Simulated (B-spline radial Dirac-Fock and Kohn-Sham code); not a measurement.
## f′ and f″ of Mo, 539.5 eV to 4 keV

Model: the dispersion relation over Dirac-Hartree-Slater subshell photoionisation cross sections, with the Kissel-Pratt high-energy constant (isolated atom, no bound-bound lines or fine structure). Program: a radial finite-basis atomic code. The forward scattering factor is f₀ + f′ + i f″.

Edges near this range: L1 2866.0 eV, L2 2625.0 eV, L3 2520.0 eV, M1 506.3 eV, M2 411.6 eV, M3 394.0 eV.

```
hν (eV)  λ (Å)   f′ (e)  f″ (e)  tabulated f′  tabulated f″
  539.5  22.98        ?       ?             ?             ?
  713.2  17.38   -9.543  16.427             –         16.12
  765.9  16.19   -8.695  15.208             –         14.86
   1000  12.40   -6.791  11.124         -6.70         10.80
   1176  10.54   -6.353   9.058         -6.30          8.52
 1253.6  9.890   -6.295   8.331         -6.23          7.77
 1486.9  8.338   -6.433   6.619         -6.40          6.11
   1752  7.077   -7.003   5.261         -7.02          4.83
   1924  6.444   -7.612   4.600         -7.62          4.22
   2000  6.199   -7.962   4.348         -7.99          4.00
   2578  4.809  -15.028  10.773        -15.55         10.78
 2984.4  4.154   -6.419  13.779         -6.41         13.66
   4000  3.100   -1.041   8.818         -1.05          8.61
```

**Question.** What are f′ and f″ at 539.5 eV?

**Answer.** f′ = -15.118 and f″ = 21.367 electrons (tables: – and 21.48). By the optical theorem f″ corresponds to a photoabsorption cross section 2 rₑ λ f″ = 2.77e+06 b.

Tabulated f′: xraylib 4.2 anomalous scattering factors (Cullen et al., EPDL97); f″: Chantler's tables (J. Phys. Chem. Ref. Data 1995 and 2000). Both are theoretical tables.

Values without a named source are computed, but for edge energies of neutral atoms, which are taken from tables.
